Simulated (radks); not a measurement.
Charge is removed step by step from the 3s down level of Zn3+, starting from [Ne] 3s(up 1, down 1) 3p6 3d9. Calculated with a radial shooting solver on a logarithmic mesh with Libxc functionals: non-relativistic Kohn-Sham, PBE, spin-polarised, spherical densities, point nucleus; open shells are filled with parallel spins first.

| removed (e) | E - E(0) (eV) | eigenvalue (eV) | E minus straight line (eV) |
|---|---|---|---|
| 0 | 0.000 | -166.08 | 0.000 |
| 0.1 | 16.722 | -168.37 | -1.058 |
| 0.2 | 33.674 | -170.68 | -1.887 |
| 0.3 | 50.858 | -173.01 | -2.484 |
| 0.4 | 68.276 | -175.36 | -2.846 |
| 0.5 | 85.930 | -177.73 | -2.973 |
| 0.6 | 103.82 | -180.11 | -2.862 |
| 0.7 | 121.95 | -182.52 | -2.510 |
| 0.8 | 140.33 | -184.95 | -1.918 |
| 0.9 | 158.94 | -187.39 | -1.081 |
| 1 | 177.81 | -189.85 | 0.000 |

Removing the whole electron costs 177.81 eV by Delta-SCF, against 166.08 eV from minus the eigenvalue at the starting occupation. Slater's transition state (half an electron removed) gives 177.73 eV. Integrating minus the eigenvalue over the occupation (Janak's theorem) gives 177.81 eV. The mean slope of the eigenvalue, de/dn, is 23.8 eV per electron.
